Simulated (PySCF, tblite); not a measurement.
Isomers of C6H10N2Si. Computed values, GFN2-xTB/tblite, gas phase, harmonic and unscaled. The method is semi-empirical: single wavenumbers can be off by several per cent or more. Modes of hydrogen on silicon can be 10 to 20 % off. One conformer each.

Electronic energies: PBE0/pcSseg-1 single points on the GFN2-xTB geometries (PySCF, gas phase).

| SMILES | electronic energy, lowest = 0 (kcal/mol) |
| --- | --- |
| N[SiH2]Nc1ccccc1 | 0.0 |
| CN[SiH2]c1ccccn1 | 27.7 |
| C#CC[C@@H](CC#N)N[SiH3] | 83.4 |

How do GFN2-xTB zero-point energies change the relative energies?

```
                 SMILES  ZPE (kcal/mol)  of it from modes above 1550 cm⁻¹  electronic (kcal/mol)  with ZPE, lowest = 0 (kcal/mol)  lowest mode (cm⁻¹)  rings
       N[SiH2]Nc1ccccc1            91.6                              47.8                    0.0                              0.0                  57      1
       CN[SiH2]c1ccccn1            91.3                              46.0                   27.7                             27.3                  29      1
C#CC[C@@H](CC#N)N[SiH3]            87.9                              47.2                   83.4                             79.7                  43      0
```

The zero-point energies span 3.7 kcal/mol, from `C#CC[C@@H](CC#N)N[SiH3]` to `N[SiH2]Nc1ccccc1`. The order is unchanged.

And how do the electronic energies of GFN2-xTB itself compare?

`N[SiH2]Nc1ccccc1` 0.0; `CN[SiH2]c1ccccn1` 27.7; `C#CC[C@@H](CC#N)N[SiH3]` 72.8 kcal/mol, lowest = 0. Against the energies above, taken from the same isomer `N[SiH2]Nc1ccccc1`, the largest difference is 10.6 kcal/mol.

What do entropy and thermal enthalpy add at 298.15 K and 1 bar (rigid rotor, harmonic oscillator, one conformer each)?

```json
{"SMILES": "N[SiH2]Nc1ccccc1", "point group": "C1", "symmetry number": "1", "S (cal/(mol K))": "97.1", "H − H(0) (kcal/mol)": "6.82", "ZPE + H − H(0) − TS (kcal/mol)": "69.5"}
{"SMILES": "CN[SiH2]c1ccccn1", "point group": "C1", "symmetry number": "1", "S (cal/(mol K))": "100.3", "H − H(0) (kcal/mol)": "6.99", "ZPE + H − H(0) − TS (kcal/mol)": "68.3"}
{"SMILES": "C#CC[C@@H](CC#N)N[SiH3]", "point group": "C1", "symmetry number": "1", "S (cal/(mol K))": "106.9", "H − H(0) (kcal/mol)": "7.87", "ZPE + H − H(0) − TS (kcal/mol)": "64.0"}
```
